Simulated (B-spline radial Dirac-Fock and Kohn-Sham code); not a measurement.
## Ir⁺ 3d3/2: cross section and angular parameters

System: Ir⁺, configuration 1s2 2s2 2p6 3s2 3p6 3d10 4s2 4p6 4d10 4f14 5s2 5p6 5d7 6s1; threshold 2137.6 eV (orbital energy of the model). The computed values come from a radial B-spline solver: Dirac-Hartree-Slater photoionisation with a Latter tail; cross sections with all multipoles, angular parameters from the dipole term and its interference with E2.

For linearly polarised light dσ/dΩ = σ/(4π) [1 + β P₂(cos θ) + (δ + γ cos²θ) sin θ cos φ], with θ from the polarisation vector and φ the angle between the beam and the projection of the electron momentum on the plane normal to the polarisation.

```
hν (eV)  σ (kb)      β       γ       δ
   2190     317  0.523  -0.020  -0.001
 2984.4     160  0.923  -0.212   0.014
   4030       ?      ?       ?       ?
   4120    64.9  1.201   0.085   0.066
   4170    62.7  1.207   0.100   0.068
   4200    61.4  1.210   0.110   0.068
   4670    44.9  1.248   0.251   0.081
   5480    27.7  1.279   0.481   0.098
   6280    18.2  1.285   0.687   0.112
 8047.8    8.22  1.263   1.075   0.141
   9080    5.53  1.239   1.261   0.158
 9251.7    5.20  1.235   1.290   0.161
  10600    3.30  1.199   1.496   0.183
  13100    1.60  1.132   1.813   0.223
  13800    1.33  1.113   1.889   0.235
  15000   0.995  1.083   2.008   0.254
```

Task: Give the values at 4030 eV.

Result: σ = 69.2 kb, β = 1.190, γ = 0.058, δ = 0.063.
